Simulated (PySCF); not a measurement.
C5H6. Atoms are numbered in the order given.

```xyz
11

C      2.2808     0.1827     0.0000
C      1.1189    -0.1647     0.0000
C     -0.2622    -0.5755     0.0000
C     -1.3038     0.2396     0.7492
C     -1.3038     0.2396    -0.7492
H      3.3094     0.4886     0.0000
H     -0.4117    -1.6610     0.0000
H     -0.9526     1.1362     1.2655
H     -2.0858    -0.3146     1.2749
H     -2.0858    -0.3146    -1.2749
H     -0.9526     1.1362    -1.2655
```
Charge 0, spin multiplicity 1.

Geometry optimised at B3LYP-D3(BJ)/def2-SVP.

Computed with PySCF with PBE/def2-TZVP.

The molecule is in vacuum.

```yaml
total_energy: -193.84541 hartree
point_group: Cs
highest_occupied_level: -6.02 eV
lowest_empty_level: -0.14 eV
orbital_gap: 5.88 eV
dipole_moment: 1.02 D
quadrupole, principal values (traceless, Buckingham form, about the centre of nuclear charge): -3.15, -2.48, 5.63 D·Å
mean_static_polarisability: 57.4 bohr³ (8.51 Å³)
polarisability_principal_values: 44.7, 46.8, 80.7 bohr³
```
